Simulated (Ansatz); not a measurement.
`CC1=C[SiH]1[AlH2]` + `NCF` → `FC[NH][AlH2]` + `CC1=C[SiH2]1`  (cleavage of the Al–Si bond)

Computed with Ansatz on PBE0-D4/def2-TZVP structures; ΔE is electronic, products minus reactants. CCSD(T)/CBS is the MP2 limit (def2-TZVPP, def2-QZVPP) plus CCSD(T) − MP2 in def2-TZVPP, frozen cores. DFT in def2-TZVPP. One conformer a species, not always the lowest.

CCSD(T)/CBS gives -0.87 eV.

Problem. Another level gave -0.94 eV. Which?
A. PBE0/def2-TZVPP
B. r2SCAN0-D4/def2-TZVPP
C. PBE/def2-TZVPP
D. CAM-B3LYP-D4/def2-TZVPP

Solution. D. CAM-B3LYP-D4 -0.94, r2SCAN0-D4 -0.84, PBE0 -0.72, PBE -0.66 eV.

Problem. What do rigid-rotor, harmonic-oscillator terms from PBE0-D4/def2-TZVP frequencies (298.15 K, 1 bar) make of the CCSD(T)/CBS value? (Estimate.)

Solution. Ansatz gave: ΔZPE = -0.06 eV, ΔH = -0.95 eV, ΔS = -13 J/(mol·K), ΔG = -0.91 eV.

Largest T1 diagnostic among the species: 0.014.

From BLYP to BHLYP (50 % exact exchange), in def2-TZVPP and without D4, ΔE moves by −0.12 eV. Leaving LDA and LC-ωPBE aside and taking each functional with its dispersion term where it has one, the values, not all of them listed here, spread over 0.28 eV, from CAM-B3LYP-D4 to PBE-D4. LDA lies −0.07 eV from PBE without D4.
